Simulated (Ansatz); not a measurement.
Species: C2H12NSi2, net charge 1, singlet state. It need not be the lowest isomer of its formula. 
Coordinates optimised at B3LYP-D3(BJ)/def2-TZVP (Ansatz, a program for electronic structure):
```
Si
H 1 1.4732
C 1 1.8483 2 114.16
H 3 1.0916 1 112.28 2 -50.27
H 3 1.0922 4 108.77 1 124.44
H 3 1.0931 4 107.23 5 115.71
C 1 1.8490 2 114.05 3 136.72
H 7 1.0909 1 112.94 2 44.39
H 7 1.0921 8 108.73 1 -124.95
H 7 1.0931 8 107.09 9 -115.54
N 1 1.9037 2 99.69 7 111.80
H 11 1.0225 1 108.89 2 168.73
H 11 1.0226 12 104.85 1 114.74
Si 11 1.8657 12 108.93 13 116.52
H 14 1.4679 11 103.80 12 46.81
H 14 1.4685 15 114.05 11 -112.44
H 14 1.4691 15 114.13 16 -133.74
```
Charge +1, spin multiplicity 1.

Parts of the frozen-core correlation energy in cc-pV(T+d)Z (Ansatz, hartree). Frozen orbitals: 13; correlated occupied orbitals by spin: 16 and 16; virtual: 307 and 307. No spin-orbit coupling. No relativistic terms.

| term | value |
|---|---|
| reference (HF) | -714.97481 |
| MP2 opposite-spin | -0.65502 |
| MP2 same-spin | -0.16589 |
| CCSD correlation | -0.89186 |
| (T) | -0.03182 |
| T1 diagnostic | 0.009 |
| largest doubles amplitude | 0.018 |
